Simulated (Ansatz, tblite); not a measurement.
Bond stretch in SMILES [CH3][Sn]([CH3])([CH3])[CH3], singlet. The C1–H17 bond (C1 also carries H, H, Sn; H17 carries nothing else) is pulled apart rigidly from the PBE0/def2-SVP, def2 effective core potentials past Kr optimised geometry.

Levels: GFN2-xTB, 300 K electronic temperature (tblite); UKS-PBE0 = unrestricted PBE0/def2-SVP, def2 effective core potentials past Kr (Ansatz, a program for electronic structure).

Energies relative to the lowest point of each curve near equilibrium, in kJ/mol; the last columns give the difference from UKS-PBE0:

```csv
R / Å,GFN2-xTB,UKS-PBE0,GFN2-xTB − UKS-PBE0
0.91,69.9,87.0,-17.1
0.97,25.8,35.8,-10.1
1.02,7.2,12.2,-5.1
1.08,0.0,0.7,-0.7
1.10,0.4,0.0,0.4
1.14,4.4,2.4,1.9
1.17,9.6,7.0,2.6
1.23,24.6,21.8,2.8
1.33,57.7,57.4,0.3
1.44,99.4,105.2,-5.8
1.62,171.5,188.6,-17.1
1.81,243.5,272.8,-29.4
2.04,318.9,361.7,-42.7
2.29,385.0,419.0,-34.0
2.71,462.2,456.2,6.1
3.21,512.7,467.9,44.7
```

GFN2-xTB is furthest from UKS-PBE0 at 3.21 (44.7 kJ/mol, above); its mean absolute difference over the points is 13.8 kJ/mol.

The unrestricted determinant behind UKS-PBE0 is spin-contaminated at 2.04 to 3.21 Å (<S²> up to 1.0, against 0.00 for a pure singlet).
